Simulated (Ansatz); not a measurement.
`O[SiH2]/C=C/F`. The species carries charge 0 and has multiplicity 1. Geometry: relaxed with PBE0-D4/def2-TZVP. It is one conformer, not always the lowest.

```xyz
10

O    -1.224    1.203    0.835
Si    0.285    1.145    0.171
C     0.692   -0.573   -0.383
C    -0.110   -1.586   -0.107
F     0.147   -2.841   -0.490
H    -1.964    1.303    0.236
H     1.224    1.591    1.229
H     0.389    2.066   -0.996
H     1.601   -0.784   -0.943
H    -1.041   -1.523    0.448
```

(1) What is the dipole moment at PBE/def2-TZVPP? (An estimate is asked.)

(2) And with r2SCAN, B3LYP, ωB97M-V? (An estimate is asked.)

(3) Give the Mulliken charges with PBE, r2SCAN, ωB97M-V in def2-TZVPP. (Best estimate.)

## Answers

(1) Ansatz gave: 1.34 D, with components (-0.86, 0.62, -0.82) D in this frame, pointing from negative to positive charge.

(2) The calculation gave: r2SCAN 1.38 D, B3LYP 1.42 D, ωB97M-V 1.42 D.

(3) Computed: 
```tsv
atom	PBE	r2SCAN	ωB97M-V
O1	-0.36	-0.43	-0.40
Si2	0.41	0.54	0.44
C3	-0.18	-0.25	-0.25
C4	0.07	0.14	0.10
F5	-0.15	-0.19	-0.19
H6	0.19	0.20	0.18
H7	-0.07	-0.08	-0.04
H8	-0.09	-0.10	-0.05
H9	0.08	0.08	0.10
H10	0.09	0.09	0.10
```

B3LYP here is the variant with VWN-RPA as its local correlation; programs differ in this.
